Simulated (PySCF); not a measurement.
Peak assignment

Atom-mapped SMILES (the numbers label the heavy atoms): `[NH2:1][SiH2:2][c:3]1[cH:4][cH:5][cH:6][o:7]1`. Each H is labelled by its parent atom.

Computed data (PySCF): geometry from GFN2-xTB, NMR shieldings at PBE0/pcSseg-1/GIAO. Rapidly exchanging positions averaged, one computed conformer, gas phase, no relativistic terms.

Shifts are taken against calculated references (same method and geometry level): 13C (σref 186.93) and 1H (σref 31.72) vs TMS.

(1) Assign these signals to the numbered atoms. 13C{1H} NMR (computed): δ 161.0 (C), 152.1 (CH), 125.7 (CH), 116.6 (CH).

(2) Assign these signals to the numbered atoms. 1H NMR (600 MHz, computed): δ 7.76 (m, 1H), 6.89 (m, 1H), 6.66 (m, 1H), 5.12 (s, 2H), 0.55 (br s, 2H).

Answers

(1) 
```tsv
δ (ppm)	atoms	environment	reason
161.0	C3	substituted aromatic carbon next to the ring oxygen	–
152.1	C6	aromatic CH next to the ring oxygen	–
125.7	C4	aromatic CH	–
116.6	C5	aromatic CH	–
```

(2) 
7.76 → H(C6), hydrogen on an aromatic CH next to the ring oxygen: aromatic region
6.89 → H(C4), hydrogen on an aromatic CH: it sits in the deshielding region of the aromatic ring current
6.66 → H(C5), hydrogen on an aromatic CH
5.12 → H(Si2), hydrogen on a silicon bonded to C, N
0.55 → H(N1), hydrogen on a nitrogen bonded to Si: exchangeable; this is the value without hydrogen bonding to other molecules

OH/NH shifts are gas-phase values; hydrogen bonding in solution moves them, usually downfield. Shifts are as computed. Against solution values, carbons near 30 ppm lie about +3 ppm off and those near 130 ppm about +5 ppm (rms about the fit 2.1 ppm; single classes can miss by 10 ppm). Of 1328 compounds with measured shifts, 309 miss one by over three times the rms of a fit or turn the order of signals round; such compounds aren't used in these exercises. Signals without a measured value on file couldn't be tested in this way; 1H shifts scatter by 0.2 ppm about their fit, and single ones miss by 0.5 ppm. No couplings were computed; multiplicities are counted from neighbouring protons, with m where these are inequivalent, close in shift, in a saturated or five-membered ring or joined by F or P, and br s for small geminal =CH2 splittings.
